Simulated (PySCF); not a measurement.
Polarisability and C₆ of Cl (chlorine, neutral)

[Ne] 3s2 3p5, 2P determinant. All numbers are calculated (PySCF 2.14, the spin-free X2C one-electron Hamiltonian (Gaussian nucleus), in aug-cc-pCVQZ-DK (10s9p7d5f3g, 134 functions)). Coupled (time-dependent) response in atomic units; α is the mean over directions.

```tsv
method	mean α (bohr³)	α xx, yy, zz	C₆ (like pair)	S(−4)
CAM-B3LYP	15.15	13.84, 15.81, 15.81	95.92	60.39
```

S(−4) is the Cauchy moment in α(ω) = α(0) + S(−4) ω² + …

Reference α: 14.6 ± 0.1 bohr³ (recommended; Schwerdtfeger and Nagle, table of static dipole polarizabilities (2023 update)). Published C₆: 94.60 (Chu and Dalgarno (2004); Tang, Norbeck and Certain (1976)).

α(iu) at CAM-B3LYP:

| u (hartree) | α(iu) (bohr³) |
| --- | --- |
| 0 | 15.15 |
| 0.0500 | 15.00 |
| 0.100 | 14.58 |
| 0.200 | 13.16 |
| 0.300 | 11.42 |
| 0.500 | 8.246 |
| 0.750 | 5.527 |
| 1.00 | 3.861 |
| 1.50 | 2.136 |
| 2.00 | 1.345 |
| 3.00 | 0.6828 |
| 5.00 | 0.2905 |

A single London oscillator, α(iu) = α/(1 + u²/ω²), gives C₆ = (3/4) ω α². Matching the computed C₆ needs ω = 4 × 95.92 / (3 × 15.15²) = 0.557 hartree.

The components differ because the open shell of this determinant is not spherical; for a pure term their mean is the scalar polarisability.
